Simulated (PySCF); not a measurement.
## C2H9NSi: core ionisation energies

Compound: C2H9NSi.
SMILES with atom numbers: `[CH3:1][N:2]([CH3:3])[SiH3:4]`

Computed, not measured: PySCF, delta-SCF UKS SCAN, pcX-2 on the ionised atom, pcseg-1 elsewhere, spin-free X2C. Binding energies are ΔSCF values: E(core-ionised, relaxed orbitals) − E(ground state) at a fixed geometry, referred to the vacuum level.

Q: List the computed XPS lines with their assignment.

A: 
| atom(s) | bonded to | level | binding energy (eV) | 2p1/2 (eV) | count |
| --- | --- | --- | --- | --- | --- |
| Si4 | N and 3 H | Si 1s | 1846.64 | – | 1 |
| N2 | 2 C and Si | N 1s | 404.33 | – | 1 |
| C1/C3 | N and 3 H | C 1s | 291.54 | – | 2 |
| Si4 | N and 3 H | Si 2p3/2 | 106.78 | 107.40 | 1 |

Q: Give the binding energy of Si 1s of Si4 in hartree and in kJ/mol.

A: 1846.64 eV = 67.8628 Eh = 178174 kJ/mol.

Atoms equivalent by their bonding share one computed value, that of the first of them. 2p3/2 and 2p1/2 are the ΔSCF energy of one spin-free 2p hole plus the eigenvalues of a spin–orbit and ligand-field matrix of the shell. 2p1/2 minus 2p3/2 (ligand field included): Si 0.62 eV. Isolated species at its PBE0-D3(BJ)/def2-SVP geometry, gas phase.
